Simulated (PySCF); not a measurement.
A species of formula C2H8OSi2 has this rotational fingerprint, computed with PBE0-D3(BJ)/def2-SVP geometry optimisation, gas phase (PySCF):

- Rotational constants: A = 4779, B = 3127, C = 2068 MHz
- Dipole components: |μa| = 0.00 D, |μb| = 1.90 D, |μc| = 0.00 D
- Inertial defect: -23.03 u·Å²
- κ: -0.22

Question: Which candidate fits, each taken in the one conformer that was computed?
A. `[SiH3:1][O:2][SiH:3]1[CH2:4][CH2:5]1` with Si1–O2–Si3–C4 30°
B. `[CH3:1][C:2](=[O:3])[SiH2:4][SiH3:5]` with C1–C2–Si4–Si5 -108°
C. `[CH2:1]1[CH2:2][SiH2:3][O:4][SiH2:5]1` with Si5–C1–C2–Si3 34°, C1–C2–Si3–O4 -28°, C2–Si3–O4–Si5 9°, Si3–O4–Si5–C1 9°

Answer: C. It is C1C[SiH2]O[SiH2]1, an asymmetric top, point group C2. The candidates at the same level (rigid rotor, commonest isotopes):

```json
{"SMILES": "CC(=O)[SiH2][SiH3]", "A (MHz)": "4909", "B (MHz)": "1559", "C (MHz)": "1477", "μa (D)": "0.07", "μb (D)": "1.85", "μc (D)": "1.31", "Δ (u·Å²)": "-84.81", "point group": "C1", "rotor": "near-prolate asymmetric top"}
{"SMILES": "[SiH3]O[SiH]1CC1", "A (MHz)": "7209", "B (MHz)": "1658", "C (MHz)": "1547", "μa (D)": "0.05", "μb (D)": "0.37", "μc (D)": "0.01", "Δ (u·Å²)": "-48.24", "point group": "–", "rotor": "near-prolate asymmetric top"}
{"SMILES": "C1C[SiH2]O[SiH2]1", "A (MHz)": "4779", "B (MHz)": "3127", "C (MHz)": "2068", "μa (D)": "0.00", "μb (D)": "1.90", "μc (D)": "0.00", "Δ (u·Å²)": "-23.03", "point group": "C2", "rotor": "asymmetric top"}
```

`[SiH3]O[SiH]1CC1` has A 51 % too high; `CC(=O)[SiH2][SiH3]` has B 50 % too low. In the right answer the symmetry axis of this C2 structure is b, so μa and μc vanish by symmetry. No structure here is proved a minimum.
